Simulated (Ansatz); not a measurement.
fac-CrBr3(PH3)3 (CrP3H9Br3). Total charge 0; quartet. Geometry PBE0-D4/def2-SVP, basis def2-TZVP, Ansatz.

```xyz
16

Cr    0.365    0.173   -0.878
Br    0.216    2.488   -1.631
P     0.379   -2.032    0.137
H    -0.838   -2.689    0.476
H     1.095   -2.272    1.342
H     0.962   -3.006   -0.700
Br    2.734   -0.340   -1.143
P    -1.963    0.580   -0.320
H    -2.695    1.099   -1.409
H    -2.320    1.516    0.691
H    -2.814   -0.491    0.069
Br   -0.675   -1.067   -2.702
P     1.193    1.266    1.126
H     2.252    2.156    0.856
H     1.764    0.509    2.188
H     0.345    2.109    1.896
```

| run | HOMO (eV) | LUMO (eV) |
| --- | --- | --- |
| A | -5.76 | -3.09 |
| B | -6.90 | -2.32 |
| C | -6.51 | -2.70 |
| D | -6.64 | -2.51 |
| E | -5.24 | -3.21 |

B3LYP takes the VWN-RPA correlation. HSE06 is defined as in plane-wave codes, on full-range PBE exchange.

HOMO and LUMO are taken over both spins.

The runs used B3LYP, HSE06, PBE, PBE0, r2SCAN. Estimate which is which.

A r2SCAN (0 % exact exchange); B PBE0 (25 % exact exchange); C HSE06 (range-separated); D B3LYP (20 % exact exchange); E PBE (0 % exact exchange). Exact exchange lowers occupied and raises empty levels; among semilocal functionals meta-GGAs tend to open the gap a little, and such runs are hard to tell apart. The gap grows from 2.03 eV (PBE) to 4.57 eV (PBE0).
